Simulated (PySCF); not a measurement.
Ga(OH)3(OH2), H5GaO4, singlet, CAM-B3LYP/def2-SVP optimised geometry.

```
10

Ga    -0.85    -0.94     0.00
O     -0.64    -1.74    -1.61
H     -1.26    -1.50    -2.30
O     -0.93     0.85     0.00
H     -1.43     1.24     0.73
O     -1.52    -1.80     1.40
H     -1.54    -2.75     1.31
O      1.24    -0.94     0.00
H      1.43     0.02    -0.01
H      1.28    -1.24    -0.93
```

Density from CAM-B3LYP/def2-TZVP run with PySCF at that geometry.

Minimum of the electron density along straight lines between bonded atoms, close to the bond critical point (lines longer than 1.1 times the sum of covalent radii, or with two minima, are not listed):

| bond | length / Å | ρ at the minimum / e bohr⁻³ | ∇²ρ there / e bohr⁻⁵ | position (fraction from the first atom) |
|---|---|---|---|---|
| Ga1–O2 | 1.810 | 0.127 | 0.67 | 0.48 |
| O2–H3 | 0.962 | 0.354 | -2.37 | 0.80 |
| Ga1–O4 | 1.793 | 0.132 | 0.70 | 0.48 |
| O4–H5 | 0.963 | 0.354 | -2.37 | 0.80 |
| Ga1–O6 | 1.780 | 0.137 | 0.73 | 0.48 |
| O6–H7 | 0.963 | 0.355 | -2.37 | 0.80 |
| O8–H9 | 0.972 | 0.347 | -2.39 | 0.81 |
| O8–H10 | 0.978 | 0.339 | -2.34 | 0.81 |
